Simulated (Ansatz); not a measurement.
## CH5AlOSi (SMILES [CH2]1O[SiH2][AlH]1): from total energies to a heat of formation

CH5AlOSi has 9 atoms, charge 0, and is taken as a singlet. As SMILES, `[CH2]1O[SiH2][AlH]1`. Geometry: relaxed at PBE0-D4/def2-TZVP.

Total energies at HSE06/def2-SVP (Ansatz 0.2.0); the atoms run unrestricted:

```tsv
species	state	energy (Eh)
CH5AlOSi	singlet	-647.589405
C	triplet	-37.758299
O	triplet	-74.921592
Si	triplet	-289.145474
Al	doublet	-242.158494
H	doublet	-0.500004
```

Harmonic wavenumbers at PBE0-D4/def2-TZVP, in cm⁻¹: 80, 316, 382, 392, 416, 526, 617, 635, 671, 746, 809, 966, 1020, 1197, 1220, 1458, 1903, 2179, 2181, 3022, 3063.

Measured heats of formation of the gaseous atoms at 298.15 K, in kJ/mol: C 716.9, O 249.2, Si 450.0, Al 329.7, H 218.0. Spin-orbit lowering of the atoms at 298 K (mean of the ground term's levels less their thermal mean, from spectra), in kJ/mol: C 0.02, O 0.40, Si 0.44, Al 0.17. Take 1 Eh = 2625.50 kJ/mol, 1 cm⁻¹ = 0.0119627 kJ/mol, RT = 2.479 kJ/mol.

Work out the heat of formation of the gas at 298 K.


1. Electronic atomisation energy: (-37.758299) + (-74.921592) + (-289.145474) + (-242.158494) + 5 × (-0.500004) − (-647.589405) = 1.105526 Eh = 2902.6 kJ/mol.
2. Zero-point energy: half the sum of the wavenumbers, 11899.5 cm⁻¹ = 142.3 kJ/mol.
3. Thermal vibrational enthalpy, Σ hcν̃/(exp(hcν̃/kT) − 1): 7.9 kJ/mol. Translation, rotation and pV of a non-linear molecule: 4 RT = 9.9 kJ/mol.
4. The 9 free atoms carry 5/2 RT each: 55.8 kJ/mol.
5. Spin-orbit coupling lowers the free atoms by 0.02 + 0.40 + 0.44 + 0.17 = 1.0 kJ/mol.
6. Atomisation enthalpy at 298 K: 2902.6 − 1.0 − 142.3 − 7.9 − 9.9 + 55.8 = 2797.3 kJ/mol.
7. Sum of the atoms' heats of formation: 2835.8 kJ/mol. Heat of formation: 2835.8 − 2797.3 = +38.5 kJ/mol.

No measured value is set beside it here. Anharmonicity and any spin-orbit splitting of the molecule are left out.
